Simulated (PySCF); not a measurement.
Molecule: Ge(Cl)2(SeH)2, SMILES [Cl][Ge]([Cl])([SeH])[SeH]. Atoms near the plane z = 1.2 Å, at the PBE0/def2-SVP optimised geometry (x, y, z in Å): Cl1 (-1.8, 1.4, 0.2), Ge2 (0.3, 0.9, 0.0), Se4 (0.3, -1.4, 0.0), Se5 (1.6, 2.0, 1.6), H6 (1.8, -1.4, 0.0), H7 (1.0, 1.1, 2.7).

Method: PySCF with PBE0/def2-TZVP. The values are rescaled to run from 0 to 1.

```
|                  .........|
|                 .::::.....|
|               .:=+++-::...|
|              .-#@@@@#=:...|
|            ..-%@@@@@@*-...|
|     .......:-#@@@@@@@@-...|
|   ..-=+=---=*@@@@@@@@@=.. |
|  ..-+@@@*++#@@@@@@@@@@-.  |
|  ..-#@@@@#%@@@@@@@@@@#:   |
|  ..-#@@@@%@@@@@@@@@@@=.   |
|   .:=%@@%%@@@@@@@@@@+.    |
|    .:-+++#@@@@@@@@#=:.    |
|      .::-+@@@@@@%*=:..  ..|
|       ..-=*%@@@#*=-:......|
|       ..:-+*###*=--::.....|
|       ..:-=+*##+=--::::...|
|      ...:-=*%@@#+=---::::.|
|     ....::=#@@@%+=----:::.|
|    ......:=*@@@%+=----::::|
|   .......:-+#@@#+-----::::|
|  .........:-=**+=----:::::|
|............:-----::::::::.|
|.............:::::::::::::.|
|...............::::::::::..|
|.................:::::::...|
|...........................|
|...........................|
```
Scale: ten equal steps from 0.000 (start of ' ') to 1.00 (end of '@'), in the order ' .:-=+*#%@'; x runs from -4.00 to 4.00, y from -4.00 (bottom) to 4.00 (top).

Task: Which quantity is mapped?
(A) an orbital amplitude
(B) log10 of the electron density
(C) electrostatic potential
(D) electron localisation function

Result: C, electrostatic potential. In full: electrostatic potential (hartree/e), clipped to [-0.08, 0.12].
